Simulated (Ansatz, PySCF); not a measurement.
Gas-phase reaction in SMILES: CCCC=O → CCC[C]=O + H atom (the C-H bond at the site shown breaks; other sites are not compared here)
Geometries: B3LYP-D3(BJ)/def2-TZVP minima from Ansatz (a first-principles code), one conformer each, not searched for the lowest.
Geometry of the first species:
SMILES: CCCC=O
```xyz
13

C     -2.2944    -0.2512    -0.0681
C     -0.8848     0.3219    -0.1779
C      0.1826    -0.6725     0.2562
C      1.5963    -0.1668     0.1711
O      1.9164     0.9312    -0.2043
H     -2.4117    -1.1390    -0.6944
H     -3.0416     0.4783    -0.3841
H     -2.5264    -0.5400     0.9600
H     -0.7969     1.2255     0.4291
H     -0.6836     0.6339    -1.2050
H      0.0238    -1.0043     1.2911
H      0.1368    -1.5945    -0.3389
H      2.3708    -0.8981     0.4895
```

Wanted: bond dissociation energy (electronic energy difference), in eV. Correlated levels leave the core frozen unless marked. UHF or UKS for open shells. No spin-orbit coupling. Non-relativistic. Basis-set limits of correlation are two-point, X^-3; Hartree-Fock from the larger set. [CCSD(T)-MP2]/basis is that difference in the basis named.

```json
[
 {"level": "HF/STO-3G", "program": "Ansatz", "bond dissociation energy (eV)": "4.10", "minus last row": "-0.06"},
 {"level": "HF/def2-TZVPD", "program": "PySCF", "bond dissociation energy (eV)": "3.21", "minus last row": "-0.95"},
 {"level": "HF-D3(BJ)/def2-TZVPD", "program": "PySCF + dftd3", "bond dissociation energy (eV)": "3.35", "minus last row": "-0.81"},
 {"level": "HF-D4/def2-TZVPD", "program": "PySCF + dftd4", "bond dissociation energy (eV)": "3.28", "minus last row": "-0.88"},
 {"level": "SVWN5/def2-TZVPD", "program": "Ansatz", "bond dissociation energy (eV)": "4.40", "minus last row": "0.24"},
 {"level": "PBE-D3(BJ)/def2-TZVPD", "program": "Ansatz + dftd3", "bond dissociation energy (eV)": "3.94", "minus last row": "-0.22"},
 {"level": "PBE-D4/def2-TZVPD", "program": "Ansatz + dftd4", "bond dissociation energy (eV)": "3.94", "minus last row": "-0.22"},
 {"level": "revPBE-D3(BJ)/def2-TZVPD", "program": "Ansatz + dftd3", "bond dissociation energy (eV)": "3.89", "minus last row": "-0.27"},
 {"level": "B97M-V/def2-TZVPD", "program": "Ansatz", "bond dissociation energy (eV)": "4.08", "minus last row": "-0.08"},
 {"level": "PBE0-D3(BJ)/def2-TZVPD", "program": "Ansatz + dftd3", "bond dissociation energy (eV)": "3.99", "minus last row": "-0.17"},
 {"level": "PBE0/def2-TZVPD", "program": "Ansatz", "bond dissociation energy (eV)": "3.98", "minus last row": "-0.18"},
 {"level": "r2SCAN0/def2-TZVPD", "program": "Ansatz", "bond dissociation energy (eV)": "3.97", "minus last row": "-0.19"},
 {"level": "M06-2X/def2-TZVPD", "program": "PySCF", "bond dissociation energy (eV)": "4.10", "minus last row": "-0.06"},
 {"level": "CAM-B3LYP-D3(BJ)/def2-TZVPD", "program": "Ansatz + dftd3", "bond dissociation energy (eV)": "4.06", "minus last row": "-0.10"},
 {"level": "CAM-B3LYP-D4/def2-TZVPD", "program": "Ansatz + dftd4", "bond dissociation energy (eV)": "4.06", "minus last row": "-0.10"},
 {"level": "B2GP-PLYP/def2-TZVPD", "program": "Ansatz", "bond dissociation energy (eV)": "4.01", "minus last row": "-0.15"},
 {"level": "B2PLYP-D3(BJ)/def2-TZVPD", "program": "Ansatz + dftd3", "bond dissociation energy (eV)": "4.01", "minus last row": "-0.15"},
 {"level": "PBE-QIDH/def2-TZVPD", "program": "Ansatz", "bond dissociation energy (eV)": "4.01", "minus last row": "-0.15"},
 {"level": "RI-MP2/cc-pVTZ", "program": "Ansatz", "bond dissociation energy (eV)": "4.04", "minus last row": "-0.12"},
 {"level": "CCSD(T)/STO-3G", "program": "Ansatz", "bond dissociation energy (eV)": "4.36", "minus last row": "0.20"},
 {"level": "RI-MP2/CBS(cc-pVTZ,cc-pVQZ)+[CCSD(T)-MP2]/cc-pVTZ", "program": "Ansatz", "bond dissociation energy (eV)": "4.16", "minus last row": "0.00"}
]
```
